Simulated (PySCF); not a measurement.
Correlation energy of Ru³²⁺ (ruthenium, charge +32)

[Ne] 3s2, closed-shell 1S. Calculation: PySCF 2.14, in an uncontracted even-tempered set (16 s from 5 bohr⁻², ratio 2.5; 10 p from 6.5 bohr⁻², ratio 2.5; 4 d from 24 bohr⁻², ratio 2.7; 4 f from 36 bohr⁻², ratio 2.7); the non-relativistic Hamiltonian (point nucleus). Frozen: 1s2; 10 electrons correlated; the 17 highest virtual orbitals of each spin left out.

```tsv
level	correlation energy (mhartree)
CCSD	-488.68
(T)	-1.87
CCSD(T)	-490.55
```

Diagnostics: T1 = 0.00040, D1 = 0.0013, largest double amplitude 0.088.

A non-relativistic calculation at this Z misses sizeable relativistic shifts.

Cost of the coupled-cluster step: about 3 core-seconds, for 10 correlated electrons.

Iterations:

```
CC2 = 0
CCSD nocc = 5, nmo = 76
frozen orbitals [0, 77, 78, 79, 80, 81, 82, 83, 84, 85, 86, 87, 88, 89, 90, 91, 92, 93]
max_cycle = 100
direct = 0
conv_tol = 1e-08
conv_tol_normt = 1e-06
diis_space = 8
diis_start_cycle = 0
Init t2, MP2 energy = -3643.94539647256  E_corr(MP2) -0.444760951899567
Init E_corr(CCSD) = -0.444760951899568
cycle = 1  E_corr(CCSD) = -0.473603963922357  dE = -0.028843012  norm(t1,t2) = 0.0323464
cycle = 2  E_corr(CCSD) = -0.483336515984351  dE = -0.00973255206  norm(t1,t2) = 0.0116053
cycle = 3  E_corr(CCSD) = -0.488682330190522  dE = -0.00534581421  norm(t1,t2) = 0.00417159
cycle = 4  E_corr(CCSD) = -0.488675004588643  dE = 7.32560188e-06  norm(t1,t2) = 2.52972e-05
cycle = 5  E_corr(CCSD) = -0.488677494056293  dE = -2.48946765e-06  norm(t1,t2) = 1.61442e-06
cycle = 6  E_corr(CCSD) = -0.488677405021886  dE = 8.90344072e-08  norm(t1,t2) = 1.23813e-07
cycle = 7  E_corr(CCSD) = -0.488677377598236  dE = 2.74236494e-08  norm(t1,t2) = 5.80846e-08
cycle = 8  E_corr(CCSD) = -0.488677364320806  dE = 1.327743e-08  norm(t1,t2) = 3.78491e-08
cycle = 9  E_corr(CCSD) = -0.48867735636553  dE = 7.9552766e-09  norm(t1,t2) = 2.80527e-08
CCSD converged
E(CCSD) = -3643.989312877028  E_corr = -0.4886773563655296
CCSD(T) correction = -0.00187172963754556
```

At this charge a non-relativistic calculation is a model, useful for the Z dependence of the correlation energy.
